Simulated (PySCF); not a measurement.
C₃H₉BFN, SMILES NB(F)CCC.

Coordinates come from a B3LYP-D3(BJ)/def2-SVP optimisation. One conformer was computed; it need not be the lowest.

The numbers are results of B3LYP-D3(BJ)/def2-SVP run with PySCF, not measurements.

Harmonic, unscaled wavenumbers; measured fundamentals usually lie a few per cent lower.

Computed harmonic wavenumbers and intensities:
| mode | ν (cm⁻¹) | IR (km/mol) | moving atoms (share of kinetic energy) |
|---|---|---|---|
| 1 | 68 | 1.3 | H 48 %, C 25 %, F 16 %, N 10 % |
| 2 | 102 | 0.0 | C 56 %, H 34 % |
| 3 | 152 | 1.8 | C 36 %, N 26 %, H 23 %, F 12 % |
| 4 | 257 | 0.0 | H 93 % |
| 5 | 317 | 0.0 | C 45 %, H 27 %, N 16 %, F 12 % |
| 6 | 392 | 6.5 | F 37 %, C 30 %, H 15 %, N 9 %, B 8 % |
| 7 | 441 | 21.5 | H 64 %, B 32 % |
| 8 | 455 | 2.8 | H 33 %, F 24 %, C 21 %, B 14 %, N 8 % |
| 9 | 479 | 133.5 | H 76 %, N 20 % |
| 10 | 612 | 18.0 | H 82 %, B 11 % |
| 11 | 736 | 15.0 | H 76 %, B 14 %, C 10 % |
| 12 | 786 | 2.4 | C 39 %, H 27 %, N 25 % |
| 13 | 847 | 3.0 | H 67 %, C 19 %, B 13 % |
| 14 | 886 | 7.2 | H 58 %, N 23 %, F 17 % |
| 15 | 916 | 4.0 | H 51 %, C 45 % |
| 16 | 1033 | 6.3 | H 76 %, C 15 %, B 8 % |
| 17 | 1053 | 1.6 | C 60 %, H 40 % |
| 18 | 1102 | 0.7 | C 55 %, H 42 % |
| 19 | 1200 | 58.1 | H 53 %, B 20 %, C 19 % |
| 20 | 1235 | 0.5 | H 69 %, C 30 % |
| 21 | 1313 | 0.1 | H 92 %, C 8 % |
| 22 | 1338 | 56.4 | H 50 %, B 23 %, C 22 % |
| 23 | 1388 | 118.3 | B 41 %, H 37 %, C 16 % |
| 24 | 1398 | 39.2 | H 68 %, C 18 %, B 12 % |
| 25 | 1406 | 135.4 | H 41 %, B 27 %, C 27 % |
| 26 | 1429 | 1.7 | H 85 %, C 9 % |
| 27 | 1469 | 0.3 | H 95 % |
| 28 | 1470 | 6.3 | H 97 % |
| 29 | 1482 | 3.2 | H 92 %, C 8 % |
| 30 | 1597 | 221.8 | H 64 %, N 22 %, B 14 % |
| 31 | 3002 | 5.8 | H 94 % |
| 32 | 3008 | 49.9 | H 95 % |
| 33 | 3020 | 27.0 | H 97 % |
| 34 | 3030 | 0.0 | H 91 %, C 9 % |
| 35 | 3050 | 36.5 | H 91 %, C 9 % |
| 36 | 3099 | 41.4 | H 91 %, C 9 % |
| 37 | 3103 | 33.7 | H 91 %, C 9 % |
| 38 | 3601 | 34.4 | H 96 % |
| 39 | 3708 | 32.2 | H 91 %, N 9 % |
